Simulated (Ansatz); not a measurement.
```xyz
8

N    -0.640    1.279   -0.398
Si    0.399    0.091    0.171
F     1.780    0.822    0.438
C     0.263   -1.642    0.020
N    -0.088   -1.216    1.204
H    -1.605    1.109   -0.618
H    -0.359    2.238   -0.499
H     0.250   -2.682   -0.318
```

Charge 0, multiplicity 1.

**Question.** List the PBE/def2-TZVPP orbital energies in eV (the Gaussian-basis code of Ansatz). (Best estimate.)

**Answer.** Ansatz gave: Occupied: -1780.84, -660.15, -380.73, -380.49, -270.21, -138.44, -95.23, -95.17, -95.14, -29.90, -23.17, -21.74, -14.04, -13.52, -12.99, -11.72, -11.09, -10.65, -10.09, -8.97, -8.79, -7.28, -5.07. Lowest empty: -2.00, -0.59, 0.66, 1.00, 1.43, 1.80, 2.27, 3.09.
